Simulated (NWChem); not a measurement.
System meant: CH6CdOSi; SMILES [CH3][Cd][O][SiH3]

The following NWChem deck was run.

```
start job
memory heap 200 mb stack 900 mb global 1100 mb
geometry units angstroms noautoz
  Cd     0.825537    -0.544912     0.020708
  C      0.747356    -2.635034     0.086736
  H      1.127627    -3.053268    -0.864699
  H     -0.299429    -2.961545     0.235420
  H      1.367349    -3.007021     0.924538
  O      1.011254     1.436023    -0.068536
  Si    -0.042604     2.708380     0.080559
  H     -1.130883     2.694675    -0.973264
  H      0.712369     4.006005    -0.060325
  H     -0.748254     2.732224     1.421043
end
basis spherical
  * library def2-svp
end
ecp
  Cd library def2-ecp
end
dft
  odft
  mult 2
  xc xpbe96 cpbe96
  iterations 150
  mulliken
end
task dft energy
```

End of the output:

```
 Summary of "ao basis" -> "" (spherical)
 ------------------------------------------------------------------------------
       Tag                 Description            Shells   Functions and Types
 ---------------- ------------------------------  ------  ---------------------
 *                          def2-svp                  on all atoms

 Summary of "ao basis" -> "ao basis" (spherical)
 ------------------------------------------------------------------------------
       Tag                 Description            Shells   Functions and Types
 ---------------- ------------------------------  ------  ---------------------
 Cd                         def2-svp                11       31   5s3p2d1f
 C                          def2-svp                 6       14   3s2p1d
 H                          def2-svp                 3        5   2s1p
 O                          def2-svp                 6       14   3s2p1d
 Si                         def2-svp                 8       18   4s3p1d

 Summary of "ao basis" -> "ao basis" (spherical)
 ------------------------------------------------------------------------------
       Tag                 Description            Shells   Functions and Types
 ---------------- ------------------------------  ------  ---------------------
 Cd                         def2-svp                11       31   5s3p2d1f
 C                          def2-svp                 6       14   3s2p1d
 H                          def2-svp                 3        5   2s1p
 O                          def2-svp                 6       14   3s2p1d
 Si                         def2-svp                 8       18   4s3p1d

  number of electrons :                   54
  multiplicity        :                    2
 ------------------------------------------------------------------------
  no. of electrons and multiplicity not compatible                  54
 ------------------------------------------------------------------------
 ------------------------------------------------------------------------
  current input line :
    28: task dft energy
 ------------------------------------------------------------------------
 ------------------------------------------------------------------------
 There is an error in the input file
 ------------------------------------------------------------------------
 For more information see the NWChem manual at https://nwchemgit.github.io

0: no. of electrons and multiplicity not compatible:Received an Error in Communication
```

Question: Find the fault in this run and fix the input.

Answer: The input was rejected before any calculation. Cause: the multiplicity doesn't fit the number of electrons (an even count wants an odd multiplicity, and the reverse). This input runs:
```
start job
memory heap 200 mb stack 900 mb global 1100 mb
geometry units angstroms noautoz
  Cd     0.825537    -0.544912     0.020708
  C      0.747356    -2.635034     0.086736
  H      1.127627    -3.053268    -0.864699
  H     -0.299429    -2.961545     0.235420
  H      1.367349    -3.007021     0.924538
  O      1.011254     1.436023    -0.068536
  Si    -0.042604     2.708380     0.080559
  H     -1.130883     2.694675    -0.973264
  H      0.712369     4.006005    -0.060325
  H     -0.748254     2.732224     1.421043
end
basis spherical
  * library def2-svp
end
ecp
  Cd library def2-ecp
end
dft
  xc xpbe96 cpbe96
  iterations 150
  mulliken
end
task dft energy
```
It converges to -573.71311 Ha (PBE/def2-SVP with def2 effective core potentials on Cd).
